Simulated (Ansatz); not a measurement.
Stepwise reaction of `[O]=[W]([OH])([OH])([OH])[OH]` with hydrogen chloride, as a gas-phase model of exchange steps in deposition or etching. ΔE in kJ/mol.

Program: Ansatz. Geometries: PBE0-D4/def2-TZVP. ΔE: electronic, gas phase. CCSD(T)/CBS adds triple-zeta CCSD(T) − MP2 to the extrapolated MP2 energy (def2 sets, frozen cores). This one scheme is used for every species. Functionals use def2-TZVPP. B3LYP here is the variant with VWN-RPA as its local correlation; programs differ in this. Elements past krypton have def2 core potentials. For W outer-core shells are correlated without core-valence functions, which leaves a few kJ/mol of doubt a bond. Each species was taken in one conformer, which may not be the lowest.

```csv
step,reaction,PBE-D4,B3LYP-D4,ωB97M-V,CCSD(T)/CBS
1,`[O]=[W]([OH])([OH])([OH])[OH]` + HCl → `[O]=[W]([OH])([OH])([OH])[Cl]` + H₂O,-8.3,-3.6,-2.4,-14.6
2,`[O]=[W]([OH])([OH])([OH])[Cl]` + HCl → `[O]=[W]([OH])([OH])([Cl])[Cl]` + H₂O,-43.9,-41.1,-37.4,-39.0
3,`[O]=[W]([OH])([OH])([Cl])[Cl]` + HCl → `[O]=[W]([OH])([Cl])([Cl])[Cl]` + H₂O,-2.3,1.4,4.0,-3.4
4,`[O]=[W]([OH])([Cl])([Cl])[Cl]` + HCl → `[O]=[W]([Cl])([Cl])([Cl])[Cl]` + H₂O,-9.3,-5.1,-0.2,-9.9
```

(1) By hand: ΔE of the 4 steps together at CCSD(T)/CBS.

## Answers

(1) (-14.6) + (-39.0) + (-3.4) + (-9.9) = -66.9 kJ/mol, or -16.7 kJ/mol a step.

In ΔE step 2 is the lowest and step 3 the highest. PBE-D4 differs from CCSD(T)/CBS by -4.9 to 6.3 kJ/mol a step. Only this route is followed, and other bonds may react first. Isolated molecules leave out the surface, adducts and barriers. Largest T1 diagnostic: 0.022.
